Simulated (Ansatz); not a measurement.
Cost and result for the atomization energy of BH7Si3 (`[SiH3][SiH]1B[SiH2]1`) (11 atoms, 11 bonds).

Cartesian coordinates in Å:
```
Si 1.1109 1.5507 0.2271
Si 0.1722 -0.4355 1.0111
B -0.2021 -2.0107 0.0304
Si -1.1802 -0.8961 -1.1335
H 0.1394 2.6744 0.2951
H 2.2690 1.8875 1.1011
H 1.5900 1.3892 -1.1681
H -0.0981 -0.3474 2.4760
H -0.5723 -3.0446 0.4883
H -0.6313 0.3186 -1.7848
H -2.5975 -1.0864 -1.5429
```

Total charge 0; spin multiplicity 1. The structure was optimised at the PBE0-D4/def2-TZVP level. Program: Ansatz. All runs use 2 threads of an Arm Neoverse V2 on a shared host. Times are those of one run each, without the atoms' runs, and a repeat can differ threefold. Electronic energies, without spin–orbit coupling; frozen cores. CCSD(T)/CBS adds CCSD(T) − MP2 in def2-TZVPP to the MP2 limit, and its time is that of the two runs behind it. T1 = 0.016. HSE06 is the plane-wave form, built on full-range PBE exchange.

CCSD(T)/CBS is a level of theory with its own doubt, some kJ/mol a heavy atom from the limit and from the frozen cores, so smaller differences don't rank the functionals.

| level | functions | wall time |
| --- | --- | --- |
| BLYP-D4/def2-TZVPP | 255 | 3.1 s |
| revPBE-D4/def2-TZVPP | 255 | 3.3 s |
| CCSD(T)/def2-SVP | 103 | 3.4 s |
| PBE0-D4/def2-TZVPP | 255 | 4.8 s |
| HSE06-D4/def2-TZVPP | 255 | 5 s |
| BHLYP-D4/def2-TZVPP | 255 | 5 s |
| CAM-B3LYP-D4/def2-TZVPP | 255 | 5.5 s |
| B2PLYP/def2-TZVPP | 255 | 8.5 s |
| ωB97X-V/def2-TZVPP | 255 | 13 s |
| ωB97M-V/def2-TZVPP (with forces) | 255 | 19 s |
| MP2/def2-QZVPP | 477 | 30 s |
| CCSD(T)/def2-TZVPP | 255 | 7.6 min |
| CCSD(T)/CBS(def2) | – | 8.1 min |

What atomization energy does each give, and how far from CCSD(T)/CBS? (Best estimate.)

Ansatz gave: 
```tsv
level	atomization (kJ/mol)	difference from CCSD(T)/CBS	per bond
BLYP-D4/def2-TZVPP	3173.0	-32.1	-2.9
revPBE-D4/def2-TZVPP	3165.4	-39.7	-3.6
CCSD(T)/def2-SVP	2995.8	-209.3	-19.0
PBE0-D4/def2-TZVPP	3199.0	-6.1	-0.6
HSE06-D4/def2-TZVPP	3200.6	-4.5	-0.4
BHLYP-D4/def2-TZVPP	3167.8	-37.3	-3.4
CAM-B3LYP-D4/def2-TZVPP	3202.3	-2.8	-0.3
B2PLYP/def2-TZVPP	3156.1	-49.0	-4.5
ωB97X-V/def2-TZVPP	3234.0	28.9	2.6
ωB97M-V/def2-TZVPP (with forces)	3209.9	4.8	0.4
MP2/def2-QZVPP	3156.3	-48.8	-4.4
CCSD(T)/def2-TZVPP	3123.4	-81.7	-7.4
CCSD(T)/CBS(def2)	3205.1	0.0	0.0
```

The D4 term adds +44.9 kJ/mol with B3LYP and +23.6 kJ/mol with PBE0; it sums over pairs of atoms, weighted by their polarisabilities, and B3LYP, whose exchange is more repulsive, gets the larger term. Leaving LDA and LC-ωPBE aside and taking each functional with its dispersion term where it has one, the values, not all of them listed here, spread over 109.6 kJ/mol, from B2PLYP to B97M-V. LDA lies +398.0 kJ/mol from PBE without D4, its usual overbinding. At CCSD(T), def2-SVP lies −209.4 kJ/mol from the extrapolated value and def2-TZVPP −81.7 kJ/mol: correlation converges slowly with the basis, and small sets miss more of it in the bonded molecule than in its fragments.

B3LYP here is the variant with VWN-RPA as its local correlation; programs differ in this.
